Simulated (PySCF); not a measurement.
## Steps of a relaxation of HgH2

HgH2 (singlet). PySCF 2.14.0, RKS BP86, Hg def2-SVP with ECP60, H def2-SVP; non-relativistic Hamiltonian with scalar-relativistic core potentials where named; density fitting; no spin-orbit coupling. Origin of the start: template. Columns: position (Å) and force (eV/Å). Energies are counted from the last step; some of the 5 steps are shown. Forces carry noise of the integration grid, about 0.01 to 0.03 eV/Å.

Run from Python with OMP_NUM_THREADS=2. Where DIIS fails, smearing, a level shift and second-order steps follow.
It took 2.1 s on 2 threads of Arm Neoverse V1 (shared host), from the converged density of the start.

```xyz
3
step 0  E = 0.205 eV
Hg    0.0000    0.0000    0.0000     0.00    0.00    0.00
H     0.0000    0.0000    1.8000     0.00    0.00   -1.39
H     0.0000    0.0000   -1.8000     0.00    0.00    1.39
```

```xyz
3
step 1  E = 0.032 eV
Hg    0.0000    0.0000    0.0000     0.00    0.00    0.00
H     0.0000    0.0000    1.7168     0.00    0.00   -0.63
H     0.0000    0.0000   -1.7168     0.00    0.00    0.63
```

```xyz
3
step 3  E = 0.000 eV
Hg    0.0000    0.0000    0.0000     0.00    0.00    0.00
H     0.0000    0.0000    1.6696     0.00    0.00   -0.03
H     0.0000    0.0000   -1.6696     0.00    0.00    0.03
```

Task: Where does the relaxation end?

Result: It converges at step 4 in D∞h:
```xyz
3
step 4  E = 0
Hg    0.0000    0.0000    0.0000
H     0.0000    0.0000    1.6675
H     0.0000    0.0000   -1.6675
```

Task: How did the contacts change?

Result: 
| contact | start (Å) | end (Å) |
| --- | --- | --- |
| Hg1–H2 (H) | 1.800 | 1.668 |
| Hg1–H3 (H) | 1.800 | 1.668 |
